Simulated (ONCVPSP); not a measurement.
**u(r) = r·R(r): atom against pseudo-atom (N)**

Columns: radius, all-electron u(r) and pseudo u(r) of the 2p shell (level -13.44 eV) of nitrogen in the configuration [He] 2s2 2p2.5; PBE, scalar-relativistic, ONCV scheme, ONCVPSP 4.0.1.

```
r (bohr)  all-electron  pseudo
   0.068        0.0398  0.0204
   0.135        0.1260  0.0775
   0.202        0.2298  0.1641
   0.270        0.3369  0.2712
   0.338        0.4371  0.3857
   0.405        0.5246  0.4946
   0.473        0.6006  0.5926
   0.540        0.6629  0.6717
   0.608        0.7142  0.7327
   0.675        0.7533  0.7747
   0.742        0.7819  0.8014
   0.810        0.8012  0.8163
   0.878        0.8120  0.8221
   0.945        0.8154  0.8213
   1.013        0.8126  0.8155
   1.080        0.8048  0.8060
   1.148        0.7926  0.7929
   1.215        0.7771  0.7772
   1.283        0.7587  0.7587
   1.350        0.7384  0.7384
   1.418        0.7163  0.7163
   1.485        0.6932  0.6932
   1.553        0.6690  0.6690
   1.620        0.6447  0.6447
   1.688        0.6198  0.6198
   1.755        0.5952  0.5952
```

Problem. How many radial nodes do the two functions have?

Solution. The all-electron 2p function has n − l − 1 = 0; the pseudo-wave has 0.

Problem. At about which radius was the pseudo-wave matched?

Solution. 1.35 bohr. The columns agree to 0.0005 from 1.15 bohr on; several derivatives are matched, so the curves merge somewhat inside the radius.

Problem. Is the pseudo-wave norm-conserving?

Solution. Yes: the ONCV scheme keeps the norm inside the radius equal to the all-electron one, which fixes the energy derivative of the logarithmic derivative at the level.
